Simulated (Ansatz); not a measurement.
Input for Ansatz (a program for electronic structure): R-PBE0/def2-TZVPP on TiSn, 2S+1 = 1, a spin state set in the input, which need not be the lowest. Elements past Kr take the def2 small-core potentials; no spin–orbit coupling.

Ansatz 0.2 input:
```yaml
crystal:
  periodic: [false, false, false]
  atoms:
    - {symbol: Ti, position_ang: [0.00000000, 0.00000000, 0.00000000]}
    - {symbol: Sn, position_ang: [0.00000000, 0.00000000, 2.84100000]}
basis:
  gaussian:
    orbitals: def2-TZVPP
hamiltonian:
  xc: {name: PBE0}
relax: {f_tol: 0.002, max_steps: 120}
```

Program output:

```
WARN ansatz: RAYON_NUM_THREADS=1 ignored (pool sized by the plan → 1); use --threads N
Functional definition: PBE0
integrals: 0.04 GiB planned
973 factors; their error is unknown
mean field: 0.39 GiB planned
mean field evaluation 1: about -28922.8195 eV, gradient 8.3e1 eV
mean field evaluation 2: about -28852.0448 eV, gradient 1.5e2 eV
mean field evaluation 4: about -28930.5244 eV, gradient 4.7e1 eV
mean field evaluation 8: about -28936.6180 eV, gradient 4.0e0 eV
mean field evaluation 16: about -28936.8705 eV, gradient 1.5e-3 eV
mean field evaluation 32: about -28936.8790 eV, gradient 1.4e-4 eV
mean field -28936.87899708 eV, -1063.4106890215 hartree, gradient 2.2e-5 eV, S^2 0.000000; 8 other end points of the search recorded, 0 dependent functions left out
the calculation of the forces begins
reference -28936.87901940 eV, -1063.4106898420 hartree; 22, 22 occupied and 92, 92 virtual orbitals, 973 factors
relax step   1: F+E_penalty+E_count = -28936.87899708 eV  Δ(F+E_penalty+E_count) = +0.000e0 eV  max|allowed force component| = 2.290e0 eV/Å  Δτ_max = 0.0000 Å  (201 SCF iters, accepted)
these checks for a lower state are left out or cut short: starts, cluster_reference, orbital_swaps, neighbouring_geometries, increment
integrals: 0.04 GiB planned
973 factors; their error is unknown
mean field: 0.40 GiB planned
mean field evaluation 64: about -28937.1877 eV, gradient 4.7e-1 eV
mean field -28937.42445558 eV, -1063.4307342519 hartree, gradient 5.1e-6 eV, S^2 0.000000; 0 other end points of the search recorded, 0 dependent functions left out
the calculation of the forces begins
reference -28937.42447765 eV, -1063.4307350627 hartree; 22, 22 occupied and 92, 92 virtual orbitals, 973 factors
relax step   2: F+E_penalty+E_count = -28937.42445558 eV  Δ(F+E_penalty+E_count) = -5.455e-1 eV  max|allowed force component| = 4.664e-1 eV/Å  Δτ_max = 0.1675 Å  (87 SCF iters, accepted)
these checks for a lower state are left out or cut short: starts, cluster_reference, orbital_swaps, neighbouring_geometries, increment
integrals: 0.04 GiB planned
973 factors; their error is unknown
mean field: 0.40 GiB planned
mean field -28937.42119136 eV, -1063.4306142939 hartree, gradient 1.2e-5 eV, S^2 0.000000; 0 other end points of the search recorded, 0 dependent functions left out
the calculation of the forces begins
reference -28937.42121330 eV, -1063.4306151001 hartree; 22, 22 occupied and 92, 92 virtual orbitals, 973 factors
relax step   3: F+E_penalty+E_count = -28937.42119136 eV  Δ(F+E_penalty+E_count) = +3.264e-3 eV  max|allowed force component| = 5.984e-1 eV/Å  Δτ_max = 0.0428 Å  (65 SCF iters, rejected (line search))
these checks for a lower state are left out or cut short: starts, cluster_reference, orbital_swaps, neighbouring_geometries, increment
integrals: 0.04 GiB planned
973 factors; their error is unknown
mean field: 0.40 GiB planned
mean field evaluation 96: about -28937.4342 eV, gradient 1.5e-5 eV
mean field -28937.43423364 eV, -1063.4310935887 hartree, gradient 1.6e-5 eV, S^2 0.000000; 0 other end points of the search recorded, 0 dependent functions left out
the calculation of the forces begins
reference -28937.43425564 eV, -1063.4310943975 hartree; 22, 22 occupied and 92, 92 virtual orbitals, 973 factors
relax step   4: F+E_penalty+E_count = -28937.43423364 eV  Δ(F+E_penalty+E_count) = -9.778e-3 eV  max|allowed force component| = 1.940e-3 eV/Å  Δτ_max = 0.0204 Å  (64 SCF iters, accepted)
integrals: 0.04 GiB planned
973 factors; their error is unknown
mean field: 0.40 GiB planned
mean field evaluation 128: about -28937.4342 eV, gradient 2.3e-5 eV
mean field -28937.43423364 eV, -1063.4310935887 hartree, gradient 1.7e-5 eV, S^2 0.000000; 3 other end points of the search recorded, 0 dependent functions left out
the calculation of the forces begins
reference -28937.43425564 eV, -1063.4310943975 hartree; 22, 22 occupied and 92, 92 virtual orbitals, 973 factors
Total energy: -28937.43425564 eV, -1063.4310943975 hartree
Atom 0 at    -0.000000     0.000000     0.187870 Å, force    -0.000000     0.000000     0.001940 eV/Å
Atom 1 at     0.000000    -0.000000     2.653130 Å, force     0.000000    -0.000000    -0.001940 eV/Å
Dipole moment:    -0.000000    -0.000000    -0.663909 e Å
```

The calculation finished and met its thresholds.

Cost: about 22 core-seconds (a rough figure).
